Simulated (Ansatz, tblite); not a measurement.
Forces on AsH2(iPr) (C3H9As) at its r2SCAN-D4/def2-SVP geometry. Total charge 0; singlet.

The xTB rows come from tblite.

GFN1-xTB (tblite), largest force 0.54 eV/Å:

```xyz
13
positions Å, forces eV/Å
As    0.882   -0.206   -1.715   -0.186   -0.090   -0.341
H     0.250   -1.509   -2.198    0.084    0.424    0.153
H    -0.039    0.626   -2.605    0.183   -0.303    0.291
C    -0.263   -0.048   -0.075   -0.071   -0.108   -0.521
C    -0.156    1.369    0.480   -0.001    0.330    0.385
C     0.170   -1.098    0.944    0.065   -0.159    0.478
H    -1.304   -0.244   -0.383    0.164    0.074    0.272
H    -0.493    2.125   -0.248    0.100   -0.347    0.162
H     0.884    1.611    0.759   -0.345   -0.136   -0.131
H    -0.776    1.479    1.386    0.187   -0.062   -0.302
H    -0.442   -1.024    1.860    0.178   -0.007   -0.313
H     0.063   -2.122    0.554    0.003    0.395    0.021
H     1.224   -0.957    1.239   -0.362   -0.011   -0.153
```

GFN2-xTB (tblite), largest force 0.46 eV/Å:

```
As 0.027 -0.037 -0.209
H -0.003 0.318 0.063
H 0.077 -0.263 0.174
C -0.077 -0.062 -0.270
C -0.040 0.236 0.387
C 0.004 -0.083 0.448
H 0.162 0.057 0.187
H 0.102 -0.334 0.143
H -0.336 -0.154 -0.133
H 0.217 -0.038 -0.316
H 0.214 -0.026 -0.320
H 0.011 0.377 0.009
H -0.358 0.008 -0.162
```

r2SCANh-D4/def2-TZVP (Ansatz), largest force 0.38 eV/Å:

```
As -0.235 -0.020 0.061
H 0.057 0.089 0.029
H 0.077 -0.055 0.056
C -0.238 -0.040 -0.042
C 0.034 0.199 0.089
C 0.079 -0.138 0.153
H 0.363 0.066 0.095
H 0.111 -0.257 0.222
H -0.329 -0.091 -0.095
H 0.196 -0.052 -0.281
H 0.188 -0.006 -0.291
H 0.035 0.338 0.109
H -0.337 -0.034 -0.104
```
